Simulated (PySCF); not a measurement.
Give a PBE0/def2-SV(P) geometry of `Cc1c[o+]ccc1Br`. (Charge +1.)

```xyz
14
C6H6BrO angstrom
C      2.058   -0.080   -0.319
C      0.583   -0.131   -0.095
C     -0.079   -1.338   -0.010
O     -1.381   -1.432    0.185
C     -2.146   -0.366    0.317
C     -1.612    0.894    0.254
C     -0.228    1.026    0.043
Br     0.519    2.706   -0.052
H      2.289    0.464   -1.251
H      2.557    0.456    0.507
H      2.487   -1.091   -0.388
H      0.400   -2.317   -0.095
H     -3.199   -0.610    0.475
H     -2.261    1.767    0.365
```

Orientation and origin are arbitrary. Atoms count from 1 in this order. Of the pairs four or more bonds apart, Br8···H10 is among the closest relative to their van der Waals radii: 3.09 Å, 101 % of the sum of Bondi's values. The 8 heavy atoms lie in one plane (0.001 Å rms). C2 (substituted aromatic carbon) is planar (angles 123.5°, 120.9° and 115.6°, sum 360.0°, 0.00 Å off the plane of its three neighbours). The 6-membered ring C2–C3–O4–C5–C6–C7 has internal angles of 115.6° to 123.0° (sum 720°, against 720° for a flat polygon); it is planar, 0.00 Å rms from its mean plane, widest ring torsion 0°.

Bonds between heavy atoms (Å): C1–C2 1.493, C2–C3 1.379, C3–O4 1.320, O4–C5 1.318, C5–C6 1.370, C6–C7 1.406, C7–Br8 1.841, C2–C7 1.419.

The calculation used PySCF, PBE0/def2-SV(P) geometry optimisation, gas phase.

Point group: Cs (tolerance 0.08 Å). PBE0/def2-SV(P) frequencies: not computed here. Isolated species at its PBE0/def2-SV(P) geometry, gas phase.
